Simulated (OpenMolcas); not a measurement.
Ionisation energies of fluorine

```json
{
  "Program": "OpenMolcas",
  "Basis": "ANO-RCC-VDZP [3s2p1d]",
  "Scalar Hamiltonian": "DKH2, point nucleus",
  "Spin-orbit coupling": "state interaction with AMFI integrals over the reference wave functions, term energies averaged over their components"
}
```

Active shells in each charge state: the valence s, p shells, with orbitals averaged over the low states. Where CASPT2's correlated closed shells are named, they are those of the first ion.

A. CASSCF
B. SS-CASPT2, IPEA 0.25 Eh, imaginary shift 0.1 Eh (closed shells correlated: 1s)
C. SS-CASPT2, IPEA 0.25 Eh, imaginary shift 0.1 Eh (closed shells correlated: none)
D. SS-CASPT2, IPEA 0 Eh, imaginary shift 0.1 Eh (closed shells correlated: 1s)

Energies in eV between the lowest computed levels, named as in B; reference values from the NIST Atomic Spectra Database with their kind.

```csv
From,To,A,B,C,D,Spin-orbit share in B,Reference
F3+ 2s2 2p2 3P0,F4+ 2s2 2p 2P* 1/2,86.560,87.181,87.176,87.221,-0.002,87.175 (semi-empirical)
F4+ 2s2 2p 2P* 1/2,F5+ 2s2 1S0,112.006,112.619,112.614,112.654,+0.048,114.249 (semi-empirical)
F5+ 2s2 1S0,F6+ 2s 2S 1/2,156.661,156.676,156.692,156.677,+0.000,157.163 (measured)
F6+ 2s 2S 1/2,F7+ 1s2 1S0,184.522,184.526,184.522,184.526,+0.000,185.187 (measured)
```

Steps that some method lacks are left out, and so are those with a state whose active s or d shell is doubly occupied in every root (s and p with five to eight electrons, d10) over a frozen core shell of the same l, since the two then mix freely.

Error against the reference values, in %:

| From | Reference | A | B | C | D |
| --- | --- | --- | --- | --- | --- |
| F3+ | semi-empirical | -0.7 | 0 | 0 | +0.1 |
| F4+ | semi-empirical | -2.0 | -1.4 | -1.4 | -1.4 |
| F5+ | measured | -0.3 | -0.3 | -0.3 | -0.3 |
| F6+ | measured | -0.4 | -0.4 | -0.4 | -0.4 |

Mean absolute error over the 2 measured values: A 0.58 eV, B 0.57 eV, C 0.57 eV, D 0.57 eV.

* marks odd parity.
